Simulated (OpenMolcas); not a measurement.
Cr2+ with 3 ligands (fluoride) in trigonal planar coordination (D3h). A charge of +0.333 e stands 3.2 Å behind each ligand. Ligand basis ANO-RCC-VDZP.

| Item | Value |
| --- | --- |
| Program | OpenMolcas |
| Method | SS-CASPT2, IPEA 0.25 Eh, imaginary shift 0.1 Eh (closed shells correlated: 3s 3p and the ligand valence shells) |
| Basis | ANO-RCC-VTZP [6s5p3d2f1g] |
| Scalar Hamiltonian | DKH2, point nucleus |
| Active space | 4 electrons in 5 orbitals (3d) |
| State averaging | 2S+1 = 5 even, 5 roots; 2S+1 = 3 even, 45 roots; 2S+1 = 1 even, 50 roots |
| Spin-orbit coupling | RASSI with atomic mean-field integrals over the reference wave functions |

All ligands move together. At R = 1.8 Å the first state of the same spin is 12440 cm-1, and at R = 2.02 Å it is 8080 cm-1.

Task: A third run gives 9720 cm-1. What distance was it run at?

Result: With a power law R^-n the two known points give n = -ln(8080 / 12440) / ln(2.02 / 1.8) = 3.74. Then R = 1.8 × (12440 / 9720)^(1/3.74) = 1.923 Å. The run was at 1.92 Å, so the estimate is off by +0.003 Å.

Roots that are degenerate in the reference are averaged as groups; the widest CASPT2 spread within a group is 350 cm-1 (the 2-fold group of multiplicity 1 near 54700 cm-1 above the lowest state of its run, R = 1.8). Shifts and gaps below about the spread of the groups concerned are not significant. An orbital doublet at a regular site is open to a Jahn-Teller distortion, which this geometry leaves out. Ligand-to-metal charge-transfer states are missing. With no ligand orbital active B as a rule stays too high, so bands that hang on it stand too high and its fall with covalency is understated. Free-ion shares, where given, are those of the reference states; single-state CASPT2 does not remix them (holds for R = 2.02). No measured value stands beside these numbers; the geometry was imposed, not optimised, and the real ion may take another.
